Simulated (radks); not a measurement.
Results of a calculation; reference values are marked as such.
Ionisation of La, [Xe] 5d1 6s2, to La+, [Xe] 5d2, under several functionals. Dirac Kohn-Sham, spin-unpolarised, spherical densities, point nucleus; open shells are shared between the two j in proportion to 2j + 1; a radial shooting solver on a logarithmic mesh with Libxc functionals.

functional,E(La) (hartree),Exc (hartree),IE (eV),-e(HOMO) (eV),<r> HOMO (bohr),IE error (eV)
OLYP,-8500.6566,-207.1617,5.544,2.824,2.992,-0.033
"LDA (Slater exchange, Perdew-Zunger correlation)",-8491.0891,-197.3931,6.312,3.132,3.026,+0.735
exchange-only PBE,-8494.4478,-200.7782,5.785,2.263,3.123,+0.208
BLYP,-8498.2426,-204.6221,6.090,2.821,3.043,+0.513
exchange-only LDA,-8485.6011,-191.8348,5.710,2.163,3.122,+0.133
HCTH/407,-8502.6348,-209.2267,5.943,3.132,2.988,+0.366
"LDA (Slater exchange, Perdew-Wang correlation)",-8491.0874,-197.3914,6.306,3.128,3.026,+0.729
exchange-only B88,-8495.3509,-201.6960,5.734,2.254,3.117,+0.157

NIST Atomic Spectra Database: 5.577 eV (measured). Closest: OLYP. The Delta-SCF values span 0.77 eV, the total energies 17.03 hartree. The highest occupied level is 5d5/2. Spin polarisation and multiplet splitting are left out, so open shells lie too high by an amount that depends on their filling. Sharing an open shell by 2j + 1 raises it above the true ground level by a part of the spin-orbit splitting, which enters the differences from NIST.

Beside tabulated values, note that spin-unpolarised runs miss the spin-polarisation part of the exchange energy of open shells.
